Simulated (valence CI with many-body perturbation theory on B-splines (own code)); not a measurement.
Results of a calculation; reference values are marked as such.
## Br⁴⁺: what the settings do

Level of theory: relativistic CI+MBPT: three valence electrons over a frozen Dirac-Fock core [Ar] 3d10, radial functions for each j: 6 s, 6 p, 5 d, 3 f, 1 g, with the one-electron correlation potential Σ1 (screened to all orders), the two-electron term Σ2, the three-electron term Σ3, Breit, model QED; selected single and double excitations, second order for the rest, scaled by the run's own slope (own B-spline code, finite nucleus).

Set against measurement, 8 paired levels are off by 113 cm⁻¹ on average, the worst by 223. These come from a selection out of Moore, Atomic Energy Levels, vol. II, NSRDS-NBS 35 (1971 reprint of NBS Circular 467, 1952), an old analysis. Levels without a partner in it may be off by more.

The reference run has the lowest level 4s2.4p 2P°_1/2 and an ionisation energy of 59.6718 eV. Its largest variational space holds 4428 state functions.

Changed runs:
A. Breit term on → off
B. box radius (bohr) 15.75 → 27.59; scale of Σ1 1 → 0
C. highest l with Σ1, explicit Σ2 and valence Breit (higher l get mean screening factors) 3 → 0; shift of the energy in Σ1 (hartree) 0 → -0.408
D. cutoff of virtual states (hartree) 2450 → 2.72 (bad on purpose)

Excitation energies of the reference run in cm⁻¹, and shifts in cm⁻¹:

```tsv
Level	Reference	A	B	C	D
4s2.4p 2P°_3/2	6077	+118	-256	-212	-122
4s.4p2 4P_1/2	93207	-21	-1638	+480	-1378
4s.4p2 4P_3/2	95673	+33	-1750	+375	-1436
4s.4p2 4P_5/2	98974	+96	-1877	+292	-1487
4s.4p2 2D_3/2	122718	+83	-2110	+1039	-1036
4s.4p2 2D_5/2	123447	+112	-2151	+1010	-1053
4s.4p2 2S_1/2	149530	+40	-2196	+3283	-279
4s.4p2 2P_1/2	158298	+89	-2341	+5859	+173
4s.4p2 2P_3/2	161170	+122	-2421	+6140	+232
4s2.4d 2D_3/2	188047	+230	-3375	+813	-598
4s2.4d 2D_5/2	188676	+257	-3402	+792	-604
4s2.5s 2S_1/2	213484	+204	-4497	+4582	-1126
Ionisation energy (eV)	59.6718	+0.0320	-0.7736	+0.6530	-0.2433
```
